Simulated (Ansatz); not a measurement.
C$_{3}$H$_{8}$BF$_{2}$N (`CC(C)NB(F)F`), 15 atoms. The species carries charge 0 and has multiplicity 1. All runs use 4 threads of an Intel Xeon Platinum 8488C on a shared host. Correlated methods freeze the cores.

**Question.** Give the basis size and wall time and peak host memory of each of these runs in Ansatz. RHF-MP2/def2-TZVPP energy; RKS PBE0-D4/def2-TZVP frequencies; RHF-CCSD(T)/def2-SVP energy; RKS ωB97M-V/def2-QZVPP energy; RHF-MP2/def2-QZVPP energy; RKS B2PLYP (frozen core)/def2-TZVPP energy; RKS PBE0-D4/def2-TZVP relaxation (7 steps); RKS ωB97M-V/def2-SVP energy; RKS PBE-D4/def2-TZVPP energy and forces; RKS PBE0-D4/def2-SVP energy; RKS r2SCAN-D4/def2-TZVPP energy and forces; RKS SPW92 (LDA)/def2-TZVPP energy. (Estimate.)

**Answer.** Computed: Other jobs shared the machine, so times are rough.

```json
{"level": "RKS PBE0-D4/def2-SVP", "job": "energy", "functions": "138", "wall time": "1.2 s", "peak host memory (GiB)": "0.68"}
{"level": "RKS SPW92 (LDA)/def2-TZVPP", "job": "energy", "functions": "329", "wall time": "1.5 s", "peak host memory (GiB)": "0.5"}
{"level": "RKS PBE-D4/def2-TZVPP", "job": "energy and forces", "functions": "329", "wall time": "2.8 s", "peak host memory (GiB)": "0.51"}
{"level": "RKS ωB97M-V/def2-SVP", "job": "energy", "functions": "138", "wall time": "3.7 s", "peak host memory (GiB)": "0.68"}
{"level": "RKS r2SCAN-D4/def2-TZVPP", "job": "energy and forces", "functions": "329", "wall time": "4.5 s", "peak host memory (GiB)": "0.55"}
{"level": "RHF-MP2/def2-TZVPP", "job": "energy", "functions": "329", "wall time": "6 s", "peak host memory (GiB)": "1.1"}
{"level": "RKS B2PLYP (frozen core)/def2-TZVPP", "job": "energy", "functions": "329", "wall time": "7 s", "peak host memory (GiB)": "1.2"}
{"level": "RHF-CCSD(T)/def2-SVP", "job": "energy", "functions": "138", "wall time": "17 s", "peak host memory (GiB)": "1.2"}
{"level": "RKS ωB97M-V/def2-QZVPP", "job": "energy", "functions": "639", "wall time": "21 s", "peak host memory (GiB)": "3.3"}
{"level": "RKS PBE0-D4/def2-TZVP", "job": "relaxation (7 steps)", "functions": "265", "wall time": "31 s", "peak host memory (GiB)": "0.85"}
{"level": "RHF-MP2/def2-QZVPP", "job": "energy", "functions": "639", "wall time": "38 s", "peak host memory (GiB)": "6.3"}
{"level": "RKS PBE0-D4/def2-TZVP", "job": "frequencies", "functions": "265", "wall time": "4.2 min", "peak host memory (GiB)": "0.85"}
```
